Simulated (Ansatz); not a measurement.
Reaction (ligand exchange at the Sn–C bond): `N#[C][SnH3]` + `C[SeH]` → `C[Se][SnH3]` + `C#N`

Program: Ansatz. Geometries: PBE0-D4/def2-TZVP. ΔE: electronic, gas phase. CCSD(T)/CBS adds triple-zeta CCSD(T) − MP2 to the extrapolated MP2 energy (def2 sets, frozen cores). This one scheme is used for every species. Functionals use def2-TZVPP. HSE06 is defined as in plane-wave codes. def2 core potentials past Kr. For Se, Sn outer-core shells are correlated without core-valence functions, which leaves a few kJ/mol of doubt a bond. Scalar relativity is left out up to krypton.

```json
{"level": "revPBE-D4", "ΔE (kcal/mol)": "-11.8", "difference from CCSD(T)/CBS": "-0.1"}
{"level": "B97M-V", "ΔE (kcal/mol)": "-9.7", "difference from CCSD(T)/CBS": "2.0"}
{"level": "HSE06-D4", "ΔE (kcal/mol)": "-11.8", "difference from CCSD(T)/CBS": "-0.1"}
{"level": "PBE", "ΔE (kcal/mol)": "-11.0", "difference from CCSD(T)/CBS": "0.7"}
{"level": "r2SCAN", "ΔE (kcal/mol)": "-11.1", "difference from CCSD(T)/CBS": "0.6"}
{"level": "r2SCAN0", "ΔE (kcal/mol)": "-11.2", "difference from CCSD(T)/CBS": "0.5"}
{"level": "HSE06", "ΔE (kcal/mol)": "-11.0", "difference from CCSD(T)/CBS": "0.7"}
{"level": "CCSD(T)/def2-SVP", "ΔE (kcal/mol)": "-9.7", "difference from CCSD(T)/CBS": "2.0"}
{"level": "MP2/CBS(def2)", "ΔE (kcal/mol)": "-13.1", "difference from CCSD(T)/CBS": "-1.4"}
{"level": "CCSD/CBS(def2)", "ΔE (kcal/mol)": "-11.6", "difference from CCSD(T)/CBS": "0.1"}
{"level": "CCSD(T)/CBS", "ΔE (kcal/mol)": "-11.7", "difference from CCSD(T)/CBS": "0"}
```

Largest T1 diagnostic among the species: 0.014.

Leaving LDA and LC-ωPBE aside and taking each functional with its dispersion term where it has one, the values, not all of them listed here, spread over 2.3 kcal/mol, from PBE-D4 to ωB97X-V. The D4 term adds −1.4 kcal/mol with B3LYP and −0.8 kcal/mol with PBE0; it sums over pairs of atoms, weighted by their polarisabilities, and B3LYP, whose exchange is more repulsive, gets the larger term.

B3LYP here is the variant with VWN-RPA as its local correlation; programs differ in this.
